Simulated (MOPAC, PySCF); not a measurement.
C$_{8}$H$_{9}$FSi, SMILES `c1(F)c(cc(cc1)[SiH3])C=C` (C–C–C–C torsion 3°), neutral singlet in the gas phase. 

Cartesian coordinates (Å):
```xyz
19

C     -2.7874    -1.2973     1.0089
C     -2.4585    -0.1508     0.4024
C     -1.1098     0.2831     0.0243
C      0.0451    -0.4939     0.2110
C      1.3192    -0.0529    -0.1563
Si     2.8226    -1.1515     0.0886
C      1.4407     1.2227    -0.7342
C      0.3217     2.0209    -0.9376
C     -0.9265     1.5428    -0.5598
F     -1.9888     2.3230    -0.7608
H     -2.0478    -2.0498     1.2950
H     -3.8298    -1.5215     1.2449
H     -3.2550     0.5551     0.1525
H     -0.0689    -1.4822     0.6637
H      3.2746    -1.7492    -1.2069
H      3.9605    -0.3589     0.6486
H      2.4728    -2.2591     1.0291
H      2.4217     1.6051    -1.0299
H      0.3935     3.0145    -1.3836
```
Charge 0, multiplicity 1.

All levels are single points at this geometry (PBE0-D3(BJ)/def2-SVP); Pople sets use spherical d functions. Orbital energies aren't observables, and empty levels follow the basis.

PBE0-D3(BJ)/def2-TZVP in PySCF gives gap (eV) = 5.33.

**Question.** Estimate the gap (eV) from each of these levels: PBE-D3(BJ)/def2-TZVP in PySCF; ωB97X-D3(BJ)/def2-TZVP in PySCF; B3LYP/3-21G in PySCF; AM1 in MOPAC; PM7 in MOPAC.

**Answer.** 
```json
[
 {"level": "PBE-D3(BJ)/def2-TZVP in PySCF", "gap (eV)": "3.55"},
 {"level": "ωB97X-D3(BJ)/def2-TZVP in PySCF", "gap (eV)": "9.43"},
 {"level": "B3LYP/3-21G in PySCF", "gap (eV)": "5.21"},
 {"level": "AM1 in MOPAC", "gap (eV)": "8.84"},
 {"level": "PM7 in MOPAC", "gap (eV)": "8.85"}
]
```
